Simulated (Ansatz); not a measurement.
H$_{6}$NSi$_{2}$ (SMILES [SiH2]N[SiH3]), doublet, at a GFN2-xTB geometry; PBE/pcseg-1 (Ansatz, a first-principles code).

Here is a job for Ansatz.
Ansatz 0.2 input:
```yaml
crystal:
  periodic: [false, false, false]
  atoms:
    - {symbol: Si, position_ang: [1.53770198, -0.33145031, -0.39598930]}
    - {symbol: N, position_ang: [0.16585861, 0.52325385, 0.24034041]}
    - {symbol: Si, position_ang: [-1.50779748, 0.09043128, 0.19652068]}
    - {symbol: H, position_ang: [1.22171949, -1.75178345, -0.39037341]}
    - {symbol: H, position_ang: [2.69248757, 0.05722865, 0.40981892]}
    - {symbol: H, position_ang: [0.35719161, 1.47792775, 0.49780482]}
    - {symbol: H, position_ang: [-1.63303918, -1.25380140, 0.76017233]}
    - {symbol: H, position_ang: [-2.02039665, 0.09245924, -1.17871708]}
    - {symbol: H, position_ang: [-2.19763622, 1.08945876, 1.01147203]}
basis:
  gaussian:
    orbitals: pcseg-1.json
hamiltonian:
  xc: pbe
magnetization: {spin_polarized: true, initial_magnetization: 1}
```
The basis file holds pcseg-1 in the JSON format of the Basis Set Exchange.

Output, abridged:

```
Functional definition: PBE
907 factors; their error is unknown
mean field evaluation 1: about -17321.7462 eV, gradient 4.7e1 eV
mean field evaluation 2: about -17272.8431 eV, gradient 9.5e1 eV
mean field evaluation 4: about -17331.0931 eV, gradient 3.6e0 eV
mean field evaluation 8: about -17331.1960 eV, gradient 5.6e-2 eV
mean field evaluation 16: about -17331.1348 eV, gradient 4.0e-5 eV
mean field -17331.13480538 eV, -636.9074566327 hartree, gradient 9.4e-6 eV, S^2 0.751319; 0 other end points of the search recorded, 0 dependent functions left out
reference -17331.13485304 eV, -636.9074583842 hartree; 21, 20 occupied and 59, 60 virtual orbitals, 907 factors
Total energy: -17331.13485304 eV, -636.9074583842 hartree
```
